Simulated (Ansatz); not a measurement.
`[CH3][Mo]([OH])(=[S])=[S]` and `C[N](C)[Mo]([OH])(=[S])=[S]` differ in one atom or group.

Ansatz, PBE0-D4/def2-TZVP geometries, multiplicity 1. Each molecule was computed in one conformer, which needn't be the lowest.

Elements past krypton have def2 core potentials.

```
                                        property  `[CH3][Mo]([OH])(=[S])=[S]`
  size of the dipole moment (PBE/def2-TZVPP) / D                         2.63
             HOMO energy (B3LYP/def2-TZVPP) / eV                        -7.00
            HOMO–LUMO gap (PBE0/def2-TZVPP) / eV                         4.26
              HOMO energy (PBE0/def2-TZVPP) / eV                        -7.24
           HOMO–LUMO gap (B3LYP/def2-TZVPP) / eV                         3.86
size of the dipole moment (B3LYP/def2-TZVPP) / D                         2.58
```

Q: What does the change do to each property? (Estimate.)

A: The calculation gave: 
```
                                        property  `C[N](C)[Mo]([OH])(=[S])=[S]`  shift
  size of the dipole moment (PBE/def2-TZVPP) / D                           3.98   1.35
             HOMO energy (B3LYP/def2-TZVPP) / eV                          -6.77   0.23
            HOMO–LUMO gap (PBE0/def2-TZVPP) / eV                           4.13  -0.13
              HOMO energy (PBE0/def2-TZVPP) / eV                          -7.01   0.23
           HOMO–LUMO gap (B3LYP/def2-TZVPP) / eV                           3.74  -0.12
size of the dipole moment (B3LYP/def2-TZVPP) / D                           3.91   1.33
```

With PBE0 the HOMO rises by 0.23 eV and the LUMO rises by 0.10 eV, so the gap narrows by about 0.13 eV. PBE moves the HOMO by 0.26 eV and ωB97M-V by 0.20 eV. The zero-point energy changes by 121.2 kJ/mol with +15 modes. Dipoles are sizes alone; their direction can turn.

B3LYP here is the variant with VWN-RPA as its local correlation; programs differ in this.
